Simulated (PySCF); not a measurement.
Trends in electronic spectra. Theory: PySCF, TDDFT CAM-B3LYP/def2-SVPD, vertical, gas phase, core orbitals frozen in the response. Geometries: PBE0-D3(BJ)/def2-SVP; one conformer of each isolated species. Triplets are in the Tamm–Dancoff approximation. Relativistic effects are left out although some hold elements past zinc.

Problem. Rank by computed lowest singlet excitation energy, lowest first.
A. `C[NH][GeH2][Se][GeH3]`
B. `[SiH3]O[SiH2]Cl`
C. `O=S(=O)(Cl)Cl`
D. `CC(C)C1[CH2][GeH2][CH2]1`
E. `C(C)(=C)/C=C(/CC#N)Cl`
F. `FB(F)c1ccccc1`
G. `C[C@H]1CCC[CH2][GeH2]1`
H. `COC(=O)C1=CN=NC=C1`

Solution. H (3.33 eV), C (4.86 eV), A (4.99 eV), F (5.15 eV), E (5.40 eV), D (7.05 eV), G (7.18 eV), B (7.46 eV).

| SMILES | S1 (eV) | first f ≥ 0.01 (nm) | α (au) | gap (eV) | HOMO (eV) | LUMO (eV) | S1 mainly |
| --- | --- | --- | --- | --- | --- | --- | --- |
| COC(=O)c1ccnnc1 | 3.33 | 229 | 88.5 | 7.11 | -8.47 | -1.36 | H→L (94%) |
| O=S(=O)(Cl)Cl | 4.86 | 192 | 58.3 | 8.84 | -11.49 | -2.65 | H-2→L (96%) |
| C[NH][GeH2][Se][GeH3] | 4.99 | 232 | 112.5 | 8.30 | -7.96 | 0.34 | H→L (72%) |
| FB(F)c1ccccc1 | 5.15 | 241 | 80.4 | 8.45 | -8.92 | -0.47 | H→L (75%) |
| C=C(C)/C=C(\Cl)CC#N | 5.40 | 230 | 107.2 | 7.80 | -8.22 | -0.42 | H→L (98%) |
| CC(C)C1[CH2][GeH2][CH2]1 | 7.05 | 176 | 102.4 | 10.18 | -9.00 | 1.18 | H→L (88%) |
| C[C@H]1CCC[CH2][GeH2]1 | 7.18 | 167 | 100.1 | 9.91 | -8.68 | 1.23 | H→L (85%) |
| [SiH3]O[SiH2]Cl | 7.46 | 147 | 68.5 | 10.86 | -10.15 | 0.71 | H→L (81%) |

H and L stand for HOMO and LUMO.

Mean S1 by what the SMILES shows (count): single bonds only 6.67 eV (4); a double or triple bond but no aromatic ring 5.13 eV (2); an aromatic ring 4.24 eV (2).

- `COC(=O)c1ccnnc1`: Löwdin shares by element: HOMO nitrogen 77%, carbon 15% or more; LUMO carbon 42% or more, nitrogen 18% or more (atoms not listed hold the other 40%).
- `O=S(=O)(Cl)Cl`: Löwdin shares by element: HOMO (one of a set within 0.03 eV) oxygen 53%, chlorine 45%; LUMO chlorine 60%, sulfur 24%, oxygen 8% or more.
- `C[NH][GeH2][Se][GeH3]`: Löwdin shares by element: HOMO selenium 74%, germanium 16%; LUMO selenium 36%, germanium 27% or more, hydrogen 17% or more (atoms not listed hold the other 20%).
- `FB(F)c1ccccc1`: Löwdin shares by element: HOMO carbon 81% or more (atoms not listed hold the other 19%); LUMO carbon 45% or more, boron 15% (atoms not listed hold the other 40%).
- `C=C(C)/C=C(\Cl)CC#N`: Löwdin shares by element: HOMO carbon 74% or more (atoms not listed hold the other 26%); LUMO carbon 75% or more (atoms not listed hold the other 25%).
- `CC(C)C1[CH2][GeH2][CH2]1`: Löwdin shares by element: HOMO carbon 45% or more, germanium 18% (atoms not listed hold the other 37%); LUMO germanium 31%, carbon 20% or more, hydrogen 10% or more (atoms not listed hold the other 38%).
- `C[C@H]1CCC[CH2][GeH2]1`: Löwdin shares by element: HOMO carbon 47% or more, germanium 19% (atoms not listed hold the other 34%); LUMO germanium 29%, carbon 11% or more, hydrogen 7% or more (atoms not listed hold the other 52%).
- `[SiH3]O[SiH2]Cl`: Löwdin shares by element: HOMO chlorine 24%, oxygen 19%, silicon 16% or more, hydrogen 11% or more (atoms not listed hold the other 30%); LUMO silicon 47%, oxygen 13%, hydrogen 8% or more (atoms not listed hold the other 31%).
